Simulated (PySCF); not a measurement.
**Electron correlation in Ca (calcium, neutral)**

[Ar] 4s2, closed-shell 1S. Calculation: PySCF 2.14, in cc-pVDZ-X2C; the spin-free X2C one-electron Hamiltonian (Gaussian nucleus). Frozen: [Ar]; 2 electrons correlated.

Total MP2 correlation energy: -17.31 mhartree.

Same-spin part 0.00 and opposite-spin part -17.31 mhartree; SCS-MP2 scales them by 1/3 and 6/5 to -20.78 mhartree.

With two correlated electrons CCSD is exact within the correlated space (frozen core and kept virtual orbitals).

```tsv
level	correlation energy (mhartree)
CCSD	-27.85
```

Diagnostics: T1 = 0.013, D1 = 0.0180, largest double amplitude 0.130.

Cost of the coupled-cluster step: 0.07 s of wall time on 1 thread of AMD EPYC 7B13 (shared host), for 2 correlated electrons.

Iterations:

```
CC2 = 0
CCSD nocc = 1, nmo = 18
frozen orbitals [0, 1, 2, 3, 4, 5, 6, 7, 8]
max_cycle = 100
direct = 0
conv_tol = 1e-08
conv_tol_normt = 1e-06
diis_space = 8
diis_start_cycle = 0
Init t2, MP2 energy = -679.646488365462  E_corr(MP2) -0.0173134466424843
Init E_corr(CCSD) = -0.0173134466428994
cycle = 1  E_corr(CCSD) = -0.0234777997729468  dE = -0.00616435313  norm(t1,t2) = 0.0624242
cycle = 2  E_corr(CCSD) = -0.0258288425745394  dE = -0.0023510428  norm(t1,t2) = 0.0290559
cycle = 3  E_corr(CCSD) = -0.0278188301793828  dE = -0.0019899876  norm(t1,t2) = 0.0154866
cycle = 4  E_corr(CCSD) = -0.0278264292502918  dE = -7.59907091e-06  norm(t1,t2) = 0.003536
cycle = 5  E_corr(CCSD) = -0.0278608101753686  dE = -3.43809251e-05  norm(t1,t2) = 0.000894709
cycle = 6  E_corr(CCSD) = -0.0278435772123743  dE = 1.7232963e-05  norm(t1,t2) = 0.000146571
cycle = 7  E_corr(CCSD) = -0.0278535327348328  dE = -9.95552246e-06  norm(t1,t2) = 5.971e-05
cycle = 8  E_corr(CCSD) = -0.0278523774013727  dE = 1.15533346e-06  norm(t1,t2) = 1.24941e-05
cycle = 9  E_corr(CCSD) = -0.027851838562712  dE = 5.38838661e-07  norm(t1,t2) = 3.05457e-06
cycle = 10  E_corr(CCSD) = -0.0278519905002944  dE = -1.51937582e-07  norm(t1,t2) = 1.14487e-06
cycle = 11  E_corr(CCSD) = -0.0278519955781177  dE = -5.07782331e-09  norm(t1,t2) = 3.61546e-08
CCSD converged
E(CCSD) = -679.6570269143973  E_corr = -0.02785199557811767
```
